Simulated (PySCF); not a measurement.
## NMR data sheet: C₄H₆BNO₂

* Formula: C4H6BNO2
* SMILES: C/N=C\C#CB(O)O
* Point group of the computed structure: C1
* Carbon signals: 4
* Proton signals: 3

Mapped SMILES: `[CH3:1]/[N:2]=[CH:3]\[C:4]#[C:5][B:6]([OH:7])[OH:8]`. Hydrogens are named by the atom that carries them.

[PySCF 2.14.0 with density-fitted response routines: shielding tensors at PBE0/pcSseg-1 (GIAO); couplings computed with B3LYP/pcJ-1 (spin–dipole term only in couplings to heteroatoms); coordinates at the PBE0-D3(BJ)/def2-SVP level; gas phase; no relativistic terms; one averaged value for each set of equivalent atoms; a single conformation]

δ = σ(ref) − σ, references computed at the same level: 1H and 13C vs TMS; 11B vs BF3·OEt2; 15N vs NH3; 17O vs H2O.

| carbon | δC, type | δH (multiplicity, J in Hz) | HMBC from (abs. J ≥ 3 Hz) | span of the C tensor (ppm) |
| --- | --- | --- | --- | --- |
| C1 | 47.3, CH3 | 3.77 (d, 3.3) | H(C3) | 58 |
| C3 | 148.0, CH | 7.57 (q, 3.3) | H(C1) | 180 |
| C4 | 93.3, C | – | H(C3) | 276 |
| C5 | 104.1, C | – | H(C3) | 200 |

Other nuclei:
```json
{"atoms": "H(O7)/H(O8)", "nucleus": "1H", "environment": "hydrogen on an oxygen bonded to B", "δ (ppm)": "3.17", "σ (ppm)": "28.10"}
{"atoms": "B6", "nucleus": "11B", "environment": "boron bonded to C, 2 O", "δ (ppm)": "19.7", "σ (ppm)": "81.0"}
{"atoms": "N2", "nucleus": "15N", "environment": "imine nitrogen", "δ (ppm)": "425.5", "σ (ppm)": "-159.8"}
{"atoms": "O7/O8", "nucleus": "17O", "environment": "oxygen bonded to B, H", "δ (ppm)": "127.3", "σ (ppm)": "207.3"}
```

Selected couplings (Hz, signed; the shortest-range and largest first, 30 at most; isotopes 13C, 1H, 11B, 15N): 1J(C3,H(C3)) 198.9, 1J(C4,C5) 163.6, 1J(C1,H(C1)) 140.6, 1J(C5,B6) 135.8, 1J(C3,C4) 83.6, 1J(N2,C3) -6.0, 1J(C1,N2) 3.5, 2J(C4,B6) 24.3, 2J(N2,H(C3)) -12.1, 2J(C3,C5) 7.8, 2J(C1,C3) -5.7, 2J(N2,C4) 4.1, 3J(C1,C4) 11.0, 3J(N2,C5) -3.1, 3J(C3,B6) 2.3, 4J(H(C1),H(C3)) -3.3, 4J(B6,H(C3)) -1.2.

1. δC 148.0: C=N carbon.
2. δC 104.1, 93.3: alkyne carbon; the triple bond shields along its axis, which puts it between sp3 and sp2 carbons.
3. δC 47.3: methyl carbon bonded to N; the inductive effect lowers its shielding.
4. δH 3.77: hydrogen on a methyl carbon bonded to N; its carbon carries N, hence the downfield position.
5. δH 3.17: hydrogen on an oxygen bonded to B; labile proton, position sensitive to the medium.

Exchangeable OH/NH protons stand at their gas-phase positions; hydrogen bonding in a real sample shifts them, mostly to higher δ. A carbon bonded to boron is broadened by the quadrupolar boron nucleus and is often missing from a measured spectrum. Splittings below 1 Hz are ignored in the labels, and close J values are merged. Shifts are as computed. Against solution values, carbons near 30 ppm lie about +2 ppm off and those near 130 ppm about +5 ppm. Of 1211 compounds with measured shifts, 218 miss one by over three times the rms of a fit or turn the order of signals round; such compounds aren't used in these exercises. Experimental scales use liquid or dissolved standards, which lie at an offset from isolated NH3 (liquid NH3: subtract about 20 ppm) and H2O (liquid H2O: subtract about 36 ppm). Unscaled 15N shifts of sp2 nitrogen come out 20 to 40 ppm too high even then.
